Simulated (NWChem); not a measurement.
C$_{2}$H$_{4}$ClFSi; SMILES F/C(=C\Cl)[SiH3]

Computed with NWChem. Pople sets run with spherical d functions. The geometry was optimised at PBE-D3(BJ)/def2-SVP. Vertical excitations in the gas phase.

Estimate the computed values for B3LYP/6-31+G*, full TDDFT. Quantities: lowest excitation, singlet (eV); oscillator strength of that lowest state; lowest state with f > 0.02, singlet (eV); orbital gap (eV).


| Item | Result |
|---|---|
| lowest excitation, singlet (eV) | 5.78 |
| oscillator strength of that lowest state | 0.001 |
| lowest state with f > 0.02, singlet (eV) | 6.29 |
| orbital gap (eV) | 6.36 |
